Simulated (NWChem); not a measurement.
Program: NWChem. System: C2H6N, charge 0, spin multiplicity 2, at a geometry optimised with UPBE0/def2-SVP. The structure started from a generated list of species. Its SCF solution wasn't tested for a lower state. Level: UMP2/def2-TZVP, 3 core orbitals frozen.

The NWChem input:

```
start mol
memory heap 200 mb stack 900 mb global 1100 mb
geometry units angstroms nocenter noautoz noautosym
  C     -1.239927     0.214932     0.069808
  C      0.050121    -0.521038     0.089650
  N      1.217229     0.194509    -0.171818
  H     -2.067708    -0.432803     0.393534
  H     -1.221583     1.087276     0.749169
  H     -1.502377     0.607691    -0.935731
  H      0.071758    -1.566500    -0.235124
  H      1.263100     1.102170     0.284055
  H      2.075044    -0.322761    -0.009930
end
basis spherical
  * library def2-tzvp
end
scf
  uhf
  nopen 1
  maxiter 100
  thresh 1e-7
  semidirect memsize 60000000 filesize 0
  # guess.movecs holds the orbitals of an unrestricted PBE0 run
  vectors input guess.movecs output mol.movecs
end
mp2
  freeze core 3
end
task mp2 energy
```

NWChem printed:

```
             Northwest Computational Chemistry Package (NWChem) 7.3.0
             --------------------------------------------------------

                                NWChem Input Module
                                -------------------

 Scaling coordinates for geometry "geometry" by  1.889725989
 (inverse scale =  0.529177249)

                             Geometry "geometry" -> ""
                             -------------------------

 Output coordinates in angstroms (scale by  1.889725989 to convert to a.u.)

  No.       Tag          Charge          X              Y              Z
 ---- ---------------- ---------- -------------- -------------- --------------
    1 C                    6.0000    -1.23992700     0.21493200     0.06980800
    2 C                    6.0000     0.05012100    -0.52103800     0.08965000
    3 N                    7.0000     1.21722900     0.19450900    -0.17181800
    4 H                    1.0000    -2.06770800    -0.43280300     0.39353400
    5 H                    1.0000    -1.22158300     1.08727600     0.74916900
    6 H                    1.0000    -1.50237700     0.60769100    -0.93573100
    7 H                    1.0000     0.07175800    -1.56650000    -0.23512400
    8 H                    1.0000     1.26310000     1.10217000     0.28405500
    9 H                    1.0000     2.07504400    -0.32276100    -0.00993000

 Effective nuclear repulsion energy (a.u.)      76.2943708953

            Nuclear Dipole moment (a.u.)
            ----------------------------
        X                 Y               Z
 ---------------- ---------------- ----------------
     0.0000018897     0.0000000000    -0.0000094486


 Summary of "ao basis" -> "" (spherical)
 ------------------------------------------------------------------------------
       Tag                 Description            Shells   Functions and Types
 ---------------- ------------------------------  ------  ---------------------
 *                         def2-tzvp                  on all atoms

 Summary of "ao basis" -> "ao basis" (spherical)
 ------------------------------------------------------------------------------
       Tag                 Description            Shells   Functions and Types
 ---------------- ------------------------------  ------  ---------------------
 C                         def2-tzvp                11       31   5s3p2d1f
 N                         def2-tzvp                11       31   5s3p2d1f
 H                         def2-tzvp                 4        6   3s1p

                                 NWChem SCF Module
                                 -----------------

  ao basis        = "ao basis"
  functions       =   129
  atoms           =     9
  alpha electrons =    13
  beta  electrons =    12
  charge          =   0.00
  wavefunction    = UHF
  use symmetry    = F
  symmetry adapt  = F

 Summary of "ao basis" -> "ao basis" (spherical)
 ------------------------------------------------------------------------------
       Tag                 Description            Shells   Functions and Types
 ---------------- ------------------------------  ------  ---------------------
 C                         def2-tzvp                11       31   5s3p2d1f
 N                         def2-tzvp                11       31   5s3p2d1f
 H                         def2-tzvp                 4        6   3s1p

 Forming initial guess at       0.0s

 Starting SCF solution at       0.1s

 ----------------------------------------------
[...]
    2 C    6     2.50   0.43  0.56  0.22  0.27  0.05  0.43  0.40  0.08  0.01  0.04  0.01
    3 N    7     3.74   0.41  0.58  0.25  0.42  0.09  0.73  0.86  0.38  0.00  0.02  0.00
    4 H    1     0.44   0.13  0.25  0.06  0.01
    5 H    1     0.44   0.13  0.24  0.06  0.01
    6 H    1     0.41   0.12  0.23  0.05  0.01
    7 H    1     0.48   0.14  0.27  0.07  0.01
    8 H    1     0.38   0.13  0.20  0.03  0.02
    9 H    1     0.38   0.13  0.21  0.03  0.02

   Mulliken analysis of the spin density
   -------------------------------------

    Atom       Charge   Shell Charges
 -----------   ------   -------------------------------------------------------
    1 C    6    -0.14  -0.00  0.00 -0.01 -0.02 -0.01 -0.03 -0.06 -0.03  0.00  0.02  0.00
    2 C    6     1.04   0.00 -0.00  0.04  0.06  0.05  0.35  0.41  0.12 -0.00  0.00 -0.00
    3 N    7     0.06   0.00 -0.00  0.01  0.00 -0.00  0.06  0.03 -0.04  0.00  0.01  0.00
    4 H    1     0.01   0.00  0.00  0.00 -0.00
    5 H    1     0.02   0.01  0.01  0.00 -0.00
    6 H    1     0.08   0.02  0.04  0.03 -0.00
    7 H    1    -0.07  -0.01 -0.04 -0.02  0.00
    8 H    1     0.00   0.00  0.00 -0.00  0.00
    9 H    1    -0.00   0.00 -0.00 -0.00  0.00

       Multipole analysis of the density wrt the origin
       ------------------------------------------------

     L   x y z        total         alpha         beta         nuclear
     -   - - -        -----         -----         ----         -------
     0   0 0 0     -0.000000    -13.000000    -12.000000     25.000000

     1   1 0 0      0.211062     -0.008685      0.219745      0.000002
     1   0 1 0      0.057673      0.417074     -0.359401      0.000000
     1   0 0 1      0.265084     -0.060736      0.325829     -0.000009

     2   2 0 0    -13.193159    -67.444954    -65.529944    119.781739
     2   1 1 0     -0.045196      1.482312      1.452993     -2.980501
     2   1 0 1      1.019335      3.911044      4.100885     -6.992594
     2   0 2 0    -13.930145    -21.626424    -19.738587     27.434866
     2   0 1 1      1.092729      0.456785     -0.563990      1.199933
     2   0 0 2    -16.776320    -13.194562    -10.766369      7.184612

                   NWChem MP2 Semi-direct Energy/Gradient Module
                   ---------------------------------------------

  Basis functions       =    129
  Molecular orbitals    =    129
  Frozen core           =      3
  Frozen virtuals       =      0
  Active alpha occupied =     10
  Active beta occupied  =      9
  Active alpha virtual  =    116
  Active beta virtual   =    117
  Use MO symmetry       = F
  Use skeleton AO sym   = F

  AO/Fock/Back tols     =   1.0D-09  1.0D-09  1.0D-09

 GA uses MA = F    GA memory limited = T

 Available:
  local mem=  1.26D+08
 global mem=  1.44D+08
 local disk=  0.00D+00
  mp2_memr nvloc                   116
  nvloc new                   116
   1 passes of  10:        5242880                      91924                  32866260.
   1 passes of  10: M    126151609           G      144145918           F     120908729.

 Semi-direct pass number   1 of   1  for UHF alpha       at        9.8s
  vrange nnbf                  8326
  mp2_eaftype                   125  avail_ma_in_mb                  1099
 EAF : mp2_eaftype filesize         125   16433130.
  mp2_eaf for mointskh                    125
Node 0 wrote     77.3 Mb in      0.0 s     Agg I/O rate:  1680.4 Mb/s
 Done moints_semi at       13.6s
  mp2_eaftype                   125  avail_ma_in_mb                   974
 EAF : mp2_eaftype filesize         125   16433130.
  mp2_eaf for kh                   125
 Done maket at       13.8s
 Done multipass loop at       13.8s

 GA uses MA = F    GA memory limited = T

 Available:
  local mem=  1.26D+08
 global mem=  1.44D+08
 local disk=  0.00D+00
  mp2_memr nvloc                   117
  nvloc new                   117
   1 passes of   9:        5242880                      86576                  29837261.
   1 passes of   9: M    126151609           G      144145918           F     120908729.

 Semi-direct pass number   1 of   1  for UHF beta        at       13.9s
  vrange nnbf                  8326
  mp2_eaftype                   113  avail_ma_in_mb                  1099
 EAF : mp2_eaftype filesize         113   14918630.
  mp2_eaf for mointskh                    113
Node 0 wrote     70.1 Mb in      0.1 s     Agg I/O rate:   760.3 Mb/s
 Done moints_semi at       17.6s
  mp2_eaftype                   113  avail_ma_in_mb                   986
 EAF : mp2_eaftype filesize         113   14918630.
  mp2_eaf for kh                   113
 Done maket at       17.8s
 Done multipass loop at       17.8s

          -------------------------------------------
          SCF energy                -133.684101131483
          Correlation energy          -0.525274065445
          Singlet pairs                0.000000000000
          Triplet pairs                0.000000000000
          Total MP2 energy          -134.209375196929
          -------------------------------------------

          ---------------------------------------------------
                    Spin Component Scaled (SCS) MP2
          Same spin pairs                     -0.121971423052
          Same spin scaling factor             0.333333333333
          Opposite spin pairs                 -0.403302642393
          Opposite spin scaling fact.          1.200000000000
          SCS-MP2 correlation energy          -0.524620311889
          Total SCS-MP2 energy              -134.208721443372
          ---------------------------------------------------

 -----------------------
 Performance information
 -----------------------

 Timer overhead =  9.61D-08 seconds/call

               Nr. of calls         CPU time (s)                 Wall time (s)                GFlops
             ---------------    -------------------     ------------------------------   -------------------
Name         Min   Avg   Max    Min     Avg     Max     Min     Avg     Max   Mx/calls   Min     Max     Sum
mp2: moin     2     2     2    7.6     7.6     7.6      7.6     7.6     7.6     3.8      0.0     0.0     0.0
mp2: make     2     2     2   0.42    0.42    0.42     0.42    0.42    0.42    0.21      0.0     0.0     0.0
mp2: tota     1     1     1    8.1     8.1     8.1      8.1     8.1     8.1     8.1      0.0     0.0     0.0

 The average no. of pstat calls per process was 5.00D+00
 with a timing overhead of 4.81D-07s

 Task  times  cpu:       17.8s     wall:       17.8s

 Total times  cpu:       17.8s     wall:       17.8s
```
